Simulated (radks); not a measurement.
All-electron atom: the antimony ion Sb27+ in [Ar] 3d5 4s1 (not the ground configuration).

Calculated with a radial shooting solver on a logarithmic mesh with Libxc functionals: Dirac Kohn-Sham, PBEsol, spin-unpolarised, spherical densities, finite nucleus; open shells fill j = l - 1/2 first; Fermi nuclear charge, rms radius 4.6802 fm.

Energy parts (eV):
| part | energy |
|---|---|
| total | -163878.433 |
| kinetic | 173632.151 |
| electron-nucleus | -370460.632 |
| Hartree | 36455.502 |
| exchange-correlation | -3505.453 |

Orbitals (lengths in bohr, moments of r in powers of bohr; r(90%) holds 90 % of the orbital's charge):
orbital  occ.  eigenvalue (eV)  r(90%)  small-component weight
1s1/2       2        -31404.25  0.0511                3.51e-02
2s1/2       2        -5721.800   0.188                7.53e-03
2p1/2       2        -5433.008   0.168                7.54e-03
2p3/2       4        -5179.407   0.175                7.19e-03
3s1/2       2        -1881.465   0.458                2.46e-03
3p1/2       2        -1768.217   0.450                2.41e-03
3p3/2       4        -1714.411   0.463                2.33e-03
3d3/2       4        -1526.927   0.427                2.21e-03
3d5/2       1        -1514.990   0.431                2.19e-03
4s1/2       1        -900.9973   0.886                1.07e-03
4p1/2       0        -854.9307   0.894                1.04e-03
4p3/2       0        -837.4839   0.912                1.01e-03
4d3/2       0        -764.3048   0.914                9.44e-04
4d5/2       0        -760.4438   0.919                9.37e-04
5s1/2       0        -530.1485    1.46                6.03e-04

The highest occupied level is 4s1/2 at -901.00 eV. The density falls to 0.001 e/bohr^3 at r = 1.30 bohr. Summed over all electrons, <r^2> = 1.890 bohr^2, which gives a Langevin (diamagnetic) susceptibility term of -1.5 x 10^-6 cm^3/mol.
